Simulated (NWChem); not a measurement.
Molecule: CH6FNSi2; SMILES C1[Si@@H]([SiH2]N1)F

```xyz
11

F     -0.3743     2.2096     0.4773
Si    -0.0292     0.9032    -0.4236
C      1.5185    -0.0955     0.1275
N      0.8274    -1.4052     0.1348
Si    -0.9085    -1.2013     0.0631
H      0.0231     1.3772    -1.8358
H      2.3602    -0.0700    -0.5792
H      1.8993     0.2071     1.1149
H      1.3749    -2.2275     0.3620
H     -1.6808    -1.4053     1.3287
H     -1.5885    -2.0327    -0.9742
```
Atoms are numbered in this order, from 1.

Results from NWChem. All runs use the structure optimised with B3LYP/6-31G* (spherical d). GIAO values for the isolated, static molecule; σ is the absolute isotropic shielding, δ = σ(reference) − σ with the isolated reference molecule computed at the same levels (13C: tetramethylsilane, 19F: trichlorofluoromethane, 1H: tetramethylsilane, 15N: ammonia, 29Si: tetramethylsilane).

**Question.** What does the run give for PBE/pcSseg-1? Quantities: δ F1 (ppm); δ Si2 (ppm); δ C3 (ppm); δ N4 (ppm); δ H6 (ppm); δ H8 (ppm); δ H10 (ppm).

**Answer.** 
* **δ F1 (ppm)**: -223.1
* **δ Si2 (ppm)**: 33.7
* **δ C3 (ppm)**: 54.9
* **δ N4 (ppm)**: 23.3
* **δ H6 (ppm)**: 6.23
* **δ H8 (ppm)**: 3.84
* **δ H10 (ppm)**: 5.95
